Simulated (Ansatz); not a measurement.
System: C$_{3}$H$_{3}$F$_{3}$ (charge 0, singlet). 
Geometry from a B3LYP-D3(BJ)/def2-TZVP (Ansatz, an electronic-structure program) optimisation:
```
C
C 1 1.3220
H 2 1.0815 1 120.86
H 2 1.0816 3 117.53 1 -180.00
H 1 1.0828 2 122.61 3 0.00
C 1 1.4944 5 113.90 2 -180.00
F 6 1.3446 1 113.25 5 -180.00
F 6 1.3522 7 107.28 1 122.91
F 6 1.3522 7 107.28 8 114.18
```
Charge 0, spin multiplicity 1.

Basis-set convergence of Hartree-Fock and MP2 correlation energies (hartree) with Ansatz. Valence correlation only, unless marked. Spin-orbit coupling is left out. Non-relativistic.

| basis | functions | E(HF) | E(corr, MP2) |
|---|---|---|---|
| aug-cc-pVDZ | 165 | -413.70725 | -1.01344 |
| aug-cc-pVTZ | 345 | -413.81960 | -1.25325 |
| aug-cc-pVQZ | 618 | -413.84712 | -1.34068 |

Extrapolating the two largest sets (X = 3 and 4) as X^-3: E(corr) = (64·(-1.34068) - 27·(-1.25325))/37 = -1.4045 Eh, an estimate of the basis-set limit. The largest set recovers 95.5 % of it, the smallest 72.2 %.
